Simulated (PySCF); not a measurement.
**Ionisation energy of Tl⁷⁷⁺ by level of theory**

Tl⁷⁷⁺ [He] 2s2 → Tl⁷⁸⁺ [He] 2s1 [2s1/2^1, M_J = 1/2], as a difference of total energies. Computed with PySCF 2.14 in an even-tempered Gaussian basis (16 s from 69 bohr⁻², ratio 2.4; 13 p from 90 bohr⁻², ratio 2.4; 5 d from 280 bohr⁻², ratio 2.6; 4 f from 420 bohr⁻², ratio 2.6), with the two-component X2C-1e Hamiltonian. Correlated levels: nothing frozen; the 28 highest virtual spinors dropped. "Screened" scales the spin-orbit matrix elements by Boettger's factors to mimic the two-electron term; Breit and QED terms are absent.

```
                    method  ionisation energy (eV)
          GMP2 (spin-free)                 23893.9
 GHF (screened spin-orbit)                 23889.6
GMP2 (screened spin-orbit)                 23896.2
```

How much does correlation contribute at GMP2 (screened spin-orbit)?

23896.2 − (23889.6) = 6.6 eV, measured against GHF (screened spin-orbit).

For this ion Breit and QED terms and the two-electron picture change, all absent here, outweigh the correlation shift from GHF to GMP2.

For comparison: 23850 ± 120 eV (theoretical estimate listed by NIST; NIST Atomic Spectra Database, ionization energies).
